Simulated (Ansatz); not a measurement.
CH₉NSiSn (`[CH3][SnH2][SiH2]N`), relaxed with RKS PBE0-D4/def2-TZVP in Ansatz 0.2.0 from a PBE-D4/def2-SVP geometry. The force threshold is 0.005 eV/Å; the program also tests the step.

The species carries charge 0 and has multiplicity 1. Sn: def2 effective core potential.

Start:

```xyz
13

C     0.117   -2.131    0.539
Sn   -1.092   -0.327    0.757
Si   -0.247    1.460   -0.934
N     1.468    1.825   -0.797
H     1.188   -1.880    0.664
H    -0.036   -2.570   -0.466
H    -0.169   -2.877    1.305
H    -0.877    0.230    2.392
H    -2.765   -0.766    0.585
H    -0.480    0.947   -2.331
H    -1.002    2.750   -0.755
H     2.118    1.068   -1.031
H     1.778    2.271    0.072
```

Question: How much energy does the relaxation release, and in how many steps? (An estimate is asked.)

Answer: The calculation gave: 1.34 kcal/mol, in 14 steps.

Question: Which bonds change most? (An estimate is asked.)

Answer: Ansatz gave: C1–Sn2 from 2.183 to 2.151 Å; Si3–N4 from 1.759 to 1.729 Å; Sn2–H9 from 1.738 to 1.716 Å; Sn2–H8 from 1.740 to 1.718 Å.

Question: Give the relaxed structure. (Estimate.)

Answer: The calculation gave: 
```xyz
13

C     0.084   -2.165    0.557
Sn   -1.042   -0.343    0.758
Si   -0.223    1.441   -0.917
N     1.448    1.867   -0.791
H     1.145   -1.968    0.711
H    -0.058   -2.583   -0.441
H    -0.251   -2.893    1.296
H    -0.847    0.211    2.373
H    -2.705   -0.718    0.557
H    -0.435    0.923   -2.296
H    -1.027    2.680   -0.733
H     2.140    1.209   -1.113
H     1.772    2.339    0.038
```
